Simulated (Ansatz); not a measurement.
CH5BO2, SMILES `BC(O)O` at its PBE0-D4/def2-TZVP geometry, where that method's forces vanish. The species carries charge 0 and has multiplicity 1.

```xyz
9

B    -0.3868    0.3801   -0.9843
C     0.2705    0.2794    0.4105
O    -0.4803   -1.0057   -0.0759
O     1.5861    0.0291    0.5615
H    -1.4600    0.9062   -1.0723
H     0.2838    0.1788   -1.9499
H    -0.2366    0.6058    1.3199
H    -1.3429   -1.0492    0.3514
H     1.7663   -0.3244    1.4390
```

What forces (eV/Å) does PBE-D4/def2-TZVPP give on these atoms in Ansatz 0.2.0? (Estimate.)

The calculation gave: 
```
B1  -0.064  0.127 -0.158
C2  -0.079  0.459  0.112
O3   0.133 -0.633 -0.327
O4   0.494  0.091 -0.392
H5  -0.097  0.066 -0.018
H6   0.070 -0.027 -0.106
H7  -0.128  0.076  0.215
H8  -0.433  0.005  0.216
H9   0.103 -0.165  0.458
```
